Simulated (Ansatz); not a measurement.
C$_{2}$H$_{10}$AlGaSi (`[CH3][Ga]([CH3])[SiH2][AlH2]`). The species carries charge 0 and has multiplicity 1.

```xyz
15

C     0.801    0.022    2.246
Ga   -0.339    0.299    0.658
C    -1.241    2.032    0.369
Si   -0.556   -1.468   -0.980
Al    1.220   -1.309   -2.639
H     0.557    0.721    3.049
H     0.728   -0.999    2.625
H     1.846    0.188    1.965
H    -1.482    2.210   -0.680
H    -0.637    2.860    0.746
H    -2.182    2.035    0.929
H    -1.886   -1.366   -1.655
H    -0.494   -2.798   -0.300
H     2.623   -2.020   -2.396
H     1.042   -0.407   -3.936
```

Task: What are the harmonic wavenumbers in cm⁻¹ at PBE0-D4/def2-TZVP (Ansatz, finite differences of forces, unscaled)? (An estimate is asked.)

Result: The calculation gave: 8, 21, 33, 56, 73, 107, 142, 149, 302, 309, 398, 438, 484, 539, 580, 590, 608, 616, 693, 703, 768, 780, 916, 1215, 1219, 1441, 1441, 1448, 1449, 1900, 1911, 2173, 2185, 3041, 3042, 3119, 3120, 3148, 3149.
